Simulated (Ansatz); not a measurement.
A nudged elastic band was laid between two geometries of C₃H₁₀AlN (15 atoms, charge 0, multiplicity 1).

Computed with Ansatz, RKS B3LYP-D4/def2-SVP.

| Item | Value |
| --- | --- |
| movable images | 5 |
| climbing image | yes |
| spring | 5.0 eV/Å² |
| optimiser | quadratic models (default) |
| start path | IDPP |
| force threshold | 0.03 eV/Å |
| iteration limit | 60 |
| end points | relaxed |

First end point:

```xyz
15
Properties=species:S:1:pos:R:3
C -1.090 1.014 1.742
Al -0.775 1.076 -0.200
C 0.116 -0.446 -1.086
C 0.397 -1.815 -0.503
N 1.152 0.610 -0.656
H -0.521 0.209 2.240
H -0.817 1.965 2.233
H -2.157 0.838 1.971
H -1.297 2.261 -1.124
H 0.102 -0.469 -2.185
H 1.364 -2.242 -0.839
H -0.396 -2.518 -0.806
H 0.403 -1.804 0.600
H 1.705 0.999 -1.420
H 1.793 0.271 0.062
```

Last end point:

```xyz
15
Properties=species:S:1:pos:R:3
C -1.947 1.419 1.061
Al -0.239 0.445 0.998
C 0.180 -0.721 -0.537
C 1.220 -1.818 -0.625
N 0.769 0.684 -0.754
H -2.650 0.952 1.773
H -1.811 2.464 1.392
H -2.453 1.444 0.080
H 0.819 0.460 2.188
H -0.619 -0.860 -1.280
H 1.700 -1.886 -1.622
H 0.751 -2.793 -0.418
H 2.020 -1.688 0.124
H 1.790 0.691 -0.751
H 0.449 1.158 -1.599
```

Problem. What changes between the two ends?

Solution. No bond is made or broken.

Problem. Give the energies along the band, and the barrier.

Solution. It converged. The highest image is number 2 of 0 to 6, 0.67 eV above the ends, which have the same energy within 2 meV. The profile has 2 maxima (images 2, 4) with wells between them (image 3): this band takes more than one step, which may be the mechanism or a detour left from its start path. A vibrational analysis at the climbing image gives one clearly imaginary mode, 205i cm⁻¹: a first-order saddle point.

```tsv
image	path coordinate (Å)	energy (eV)
0	0.00	0.00
1	2.97	0.31
2	5.94	0.67
3	8.70	0.30
4	11.46	0.56
5	14.22	0.42
6	16.98	0.00
```

Problem. What is the geometry of the highest image?

Solution. 
```xyz
15
Properties=species:S:1:pos:R:3
C -2.060 0.838 1.212
Al -0.383 1.142 0.240
C 0.576 -0.299 -0.742
C 0.695 -1.606 0.067
N 1.888 0.095 -1.295
H -1.874 0.874 2.302
H -2.808 1.624 1.004
H -2.520 -0.139 0.993
H 0.277 2.597 0.228
H -0.107 -0.524 -1.590
H 1.136 -2.411 -0.547
H -0.286 -1.953 0.435
H 1.357 -1.477 0.941
H 2.233 0.974 -0.913
H 1.854 0.214 -2.305
```

Run time: 7.5 min on 2 threads of Intel(R) Xeon(R) 6975P-C (Granite Rapids), with other jobs on the host, peak memory 0.34 GiB.
